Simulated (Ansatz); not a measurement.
Which isomer of C2H5Sn− gives these data?

These gas-phase data were calculated for one isomer of C2H5Sn− at PBE0-D3(BJ)/def2-SVPD (harmonic, unscaled wavenumbers; equilibrium rotational constants with average atomic masses):

| Item | Value |
| --- | --- |
| rotational constants | 32.11, 2.83, 2.693 GHz |
| all wavenumbers above 1500 cm⁻¹ | 3137, 3088, 3048, 1638, 1574, 1567 |

Candidates:

(1) `C=[CH][SnH2-]`, a singlet
(2) `[CH2]1[CH2][SnH-]1`, a singlet

**Question.** Which structure fits?

**Answer.** Candidate (1). 3 modes lie between 2750 and 3290 cm⁻¹, one for each C–H bond, while (2) has 4.

The same quantities for all candidates:

```
     rotational constants (GHz)         wavenumbers above 1500 cm⁻¹  E above the lowest, PBE0-D3(BJ)/def2-SVPD (kcal/mol)
(1)          32.11, 2.83, 2.693  3137, 3088, 3048, 1638, 1574, 1567                                                   5.8
(2)         19.28, 4.288, 3.864        3198, 3174, 3104, 3090, 1543                                                   0.0
```

Each candidate is one conformer. Atoms past krypton carry core potentials. Programs: Ansatz 0.2.0.
